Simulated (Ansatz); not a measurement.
Isolated molecules relaxed with PBE0-D4/def2-TZVP in Ansatz; ΔE leaves out vibrations. CCSD(T)/CBS adds triple-zeta CCSD(T) − MP2 to the extrapolated MP2 energy (def2 sets, frozen cores). DFT in def2-TZVPP. Elements past krypton have def2 core potentials. For Te outer-core shells are correlated without core-valence functions, which leaves a few kJ/mol of doubt a bond. Each species was taken in one conformer, which may not be the lowest.

`CCC(C)(C)OC(C)=O` + `[SiH3][TeH]` → `CC[Te][SiH3]` + `CC(=O)OC(C)C`  (substitution at a C–C bond)

```tsv
level	ΔE (eV)
revPBE-D4	-0.05
BHLYP-D4	-0.02
CAM-B3LYP-D4	0.03
CCSD/def2-SVP	0.21
```

**Question.** What does CCSD(T)/CBS give? (An estimate is asked.)

**Answer.** Ansatz gave: -0.03 eV. The listed levels differ from it by -0.02, 0.01, 0.06, 0.24 eV.

Largest T1 diagnostic among the species: 0.013.

From PBE to PBE0 (25 % exact exchange), in def2-TZVPP and without D4, ΔE moves by +0.05 eV. Leaving LDA and LC-ωPBE aside and taking each functional with its dispersion term where it has one, the values, not all of them listed here, spread over 0.15 eV, from BLYP-D4 to B97M-V. LDA lies +0.25 eV from PBE without D4.
